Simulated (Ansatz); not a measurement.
Fe3S4, relaxed as a singlet with RKS r2SCAN-D4/def2-SVP in Ansatz, starting from the GFN2-xTB geometry. Force threshold 0.02 eV/Å.

The structure comes from a short search, and lower isomers may exist.

Start:

```xyz
7

Fe    0.987    1.306   -0.790
Fe   -1.579    0.499    0.707
Fe    0.767   -1.494    0.697
S     2.092   -0.414   -0.468
S    -0.835    2.129   -0.299
S    -1.105   -1.319    1.535
S    -0.326   -0.708   -1.383
```

Question: Estimate the energy that the relaxation releases and the steps that it takes.

Answer: 454.8 kJ/mol, in 22 steps; 2.8 min on 4 threads of Arm Neoverse V2 on a shared host. The force fell under the threshold at step 10, but the optimiser went on and released 0.004 eV more. No frequencies were taken in this run, so the end may be a saddle point.

Question: Does the start keep its bonding and symmetry?

Answer: By distances, no bond broke or formed. The bond that changes most is Fe2–S7, from 2.72 to 2.16 Å (atoms count from 1). A close non-bonded pair moves further: Fe2–Fe3, from 3.08 to 2.19 Å. Point group Cs at the start, Cs at the end, both within 0.05 Å.

Question: Predict the relaxed structure.

Answer: 
```xyz
7

Fe    0.732    0.902   -0.579
Fe   -1.185    0.276    0.406
Fe    0.508   -1.113    0.382
S     2.397   -0.349   -0.315
S    -0.814    2.288   -0.267
S    -1.086   -1.355    1.810
S    -0.553   -0.650   -1.436
```
Bond lengths (bridged metal pairs left out): 9 × Fe–S 2.10 to 2.19 Å.
